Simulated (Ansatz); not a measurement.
One change: `OC(F)[SeH]` becomes `N[SiH2]C(O)F`.

Ansatz, PBE0-D4/def2-TZVP geometries, multiplicity 1. Each molecule was computed in one conformer, which needn't be the lowest.

Scalar relativity is left out up to krypton.

| property | `OC(F)[SeH]` |
| --- | --- |
| HOMO–LUMO gap (PBE0/def2-TZVPP) / eV | 6.75 |
| HOMO–LUMO gap (PBE/def2-TZVPP) / eV | 4.63 |
| LUMO energy (B3LYP/def2-TZVPP) / eV | -0.71 |
| HOMO–LUMO gap (B3LYP/def2-TZVPP) / eV | 6.23 |
| HOMO energy (PBE/def2-TZVPP) / eV | -5.97 |
| HOMO energy (PBE0/def2-TZVPP) / eV | -7.18 |

(1) What does the change do to each property? (Best estimate.)

Results:

(1) Ansatz gave: 
```csv
property,`N[SiH2]C(O)F`,shift
HOMO–LUMO gap (PBE0/def2-TZVPP) / eV,7.81,1.06
HOMO–LUMO gap (PBE/def2-TZVPP) / eV,5.53,0.90
LUMO energy (B3LYP/def2-TZVPP) / eV,-0.27,0.44
HOMO–LUMO gap (B3LYP/def2-TZVPP) / eV,7.33,1.10
HOMO energy (PBE/def2-TZVPP) / eV,-6.34,-0.37
HOMO energy (PBE0/def2-TZVPP) / eV,-7.79,-0.61
```

With PBE0 the HOMO falls by 0.61 eV and the LUMO rises by 0.44 eV, so the gap widens by about 1.05 eV. PBE moves the HOMO by -0.37 eV and ωB97M-V by -0.70 eV.

B3LYP here is the variant with VWN-RPA as its local correlation; programs differ in this.

Spin–orbit coupling is left out; it splits and shifts lone-pair levels of the heavy atoms by tenths of an eV.
